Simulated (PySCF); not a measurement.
CH₃BO, SMILES [O+]#C[BH3-]. Atoms are numbered in the order given.

```xyz
6

B      0.0000     0.0000    -1.3356
H      1.0104     0.5834    -1.6430
H     -1.0104     0.5834    -1.6430
H      0.0000    -1.1667    -1.6430
C      0.0000     0.0000     0.1841
O      0.0000     0.0000     1.3128
```
Charge 0, spin multiplicity 1.

Coordinates come from a B3LYP-D3(BJ)/def2-TZVP optimisation.

Two levels are set side by side: PBE/pcJ-1 (PySCF) and PBE0/pcJ-1 (PySCF). One-bond couplings, all four terms, same geometry. Isotopes: 11B, 13C, 17O, 1H. Differences are taken from unrounded values.

```
quantity         PBE0
--------------  -----
¹J(B1,H2) (Hz)  106.3
¹J(B1,H3) (Hz)  106.3
¹J(B1,H4) (Hz)  106.3
¹J(B1,C5) (Hz)   42.4
```

### Question
What does PBE give, and how far is it from PBE0? (The exact figures need the calculation; the answer reports its results.)

### Answer

```
quantity          PBE  PBE minus PBE0
--------------  -----  --------------
¹J(B1,H2) (Hz)  104.5            -1.8
¹J(B1,H3) (Hz)  104.5            -1.8
¹J(B1,H4) (Hz)  104.5            -1.8
¹J(B1,C5) (Hz)   42.9             0.5
```

Here PBE gives about what the other level gives.

Rough cost on one machine, each run with all the roots and properties that it gave: PBE0 against PBE within a factor of 2.
